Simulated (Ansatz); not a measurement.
C9H21As⁺, that is As(iPr)3 with one electron fewer, relaxed as a doublet with UKS PBE-D4/def2-SVP in Ansatz, starting from the PBE-D4/def2-SVP geometry of the neutral singlet. Force threshold 0.03 eV/Å.

Start:

```csv
atom,x (Å),y (Å),z (Å)
As1,0.3553,-0.2589,-0.6374
C2,-1.4087,0.7323,-0.8347
C3,-2.2168,0.0607,-1.9508
C4,-1.2438,2.2259,-1.1209
H5,-1.9384,0.6134,0.1362
H6,-2.3684,-1.0228,-1.7816
H7,-1.7026,0.1720,-2.9288
H8,-3.2213,0.5279,-2.0476
H9,-2.2406,2.6981,-1.2621
H10,-0.7388,2.7708,-0.2996
H11,-0.6695,2.4035,-2.0551
C12,1.3281,1.0723,0.5522
C13,2.1110,2.0393,-0.3434
C14,2.2621,0.4151,1.5699
H15,0.5370,1.6276,1.1029
H16,1.4732,2.5455,-1.0934
H17,2.9080,1.5013,-0.8989
H18,2.6040,2.8293,0.2644
H19,2.7942,1.1953,2.1568
H20,1.7279,-0.2297,2.2947
H21,3.0421,-0.2002,1.0728
C22,-0.1989,-1.5979,0.7889
C23,0.8867,-2.6759,0.8852
C24,-1.5648,-2.2381,0.5348
H25,-0.2471,-1.0276,1.7426
H26,1.8939,-2.2578,1.0765
H27,0.9464,-3.2578,-0.0588
H28,0.6607,-3.3928,1.7047
H29,-1.7863,-2.9872,1.3261
H30,-2.3943,-1.5044,0.5397
H31,-1.5904,-2.7790,-0.4352
```

```tsv
step	energy (eV)	largest force component (eV/Å)	SCF passes
1	-70473.0052	3.182	21
2	-70473.4902	0.307	22
3	-70473.5417	0.195	20
4	-70473.5649	0.152	20
5	-70473.5747	0.088	20
6	-70473.5780	0.049	20
7	-70473.5788	0.010	19
```

Force components are those of the run's own axes.

End:

```xyz
31

As    0.1590   -0.1162   -0.2857
C    -1.5255    0.7979   -0.8590
C    -2.1515    0.0579   -2.0456
C    -1.3332    2.2907   -1.1118
H    -2.1488    0.6438    0.0544
H    -2.3022   -1.0217   -1.8557
H    -1.5364    0.1694   -2.9609
H    -3.1474    0.4982   -2.2579
H    -2.3275    2.7393   -1.3181
H    -0.9068    2.8342   -0.2466
H    -0.7039    2.4835   -2.0036
C     1.4038    1.1597    0.6224
C     2.1791    1.9742   -0.4182
C     2.3045    0.4787    1.6493
H     0.6634    1.8151    1.1410
H     1.5239    2.4778   -1.1541
H     2.9022    1.3406   -0.9697
H     2.7582    2.7639    0.1034
H     2.8816    1.2642    2.1808
H     1.7467   -0.0889    2.4189
H     3.0445   -0.1941    1.1715
C    -0.2333   -1.6965    0.8766
C     0.9053   -2.7173    0.7831
C    -1.6095   -2.3009    0.6116
H    -0.2200   -1.2059    1.8795
H     1.9006   -2.2800    0.9890
H     0.9346   -3.1992   -0.2145
H     0.7336   -3.5159    1.5339
H    -1.7915   -3.0952    1.3656
H    -2.4376   -1.5718    0.7042
H    -1.6660   -2.7854   -0.3836
```

By distances, no bond broke or formed. The bond that changes most is As1–C22, from 2.03 to 2.00 Å (atoms count from 1).

No frequencies were taken in this run, so the end may be a saddle point.

Run time 76 s (6 threads of Intel Xeon on a shared host), peak host memory 0.58 GiB.
